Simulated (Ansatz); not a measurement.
Breaking the Zn1–H2 bond in GeH4Zn (SMILES [ZnH][GeH3]) (multiplicity 1 held, fragments rigid). Energies count from the point at 1.556 Å.
Geometry at that point (charge 0, multiplicity 1):
| atom | x (Å) | y (Å) | z (Å) |
|---|---|---|---|
| Zn | -0.7925 | -0.1904 | -0.9931 |
| H | -1.7524 | -0.4211 | -2.1959 |
| Ge | 0.6980 | 0.1677 | 0.8747 |
| H | 1.7617 | -0.9450 | 1.0057 |
| H | 1.4762 | 1.4979 | 0.7651 |
| H | -0.0473 | 0.2138 | 2.2271 |

Restricted levels (R-, RO-) in cc, def2 and unpolarised 6-31G sets keep to the state of the molecule at rest. Active spaces are followed from a long bond inwards. Levels need not reach the same state.

Correlated levels freeze the cores. Filled d and f shells under p-block atoms count as core.

Programs: Ansatz (Gaussian basis) for Hartree–Fock, density functionals and correlated methods. Values without a source in brackets are computed.

**Question.** What energy at R = 4.980 Å does CASSCF(2,2)/def2-TZVPP give?

**Answer.** 67.2 kcal/mol

**Question.** Estimate the energy at R = 4.980 Å that FIC-NEVPT4(SD) on CASSCF(2,2)/def2-TZVPP returns for this input.

**Answer.** 77.6 kcal/mol

**Question.** Predict the energy at R = 4.980 Å from R-r2SCAN/def2-TZVPP.

**Answer.** 104.6 kcal/mol

Doubts at one or more of the structures used: a restricted determinant that unrestricted orbitals would lower (R-r2SCAN/def2-TZVPP).

Ansatz is an electronic-structure program.
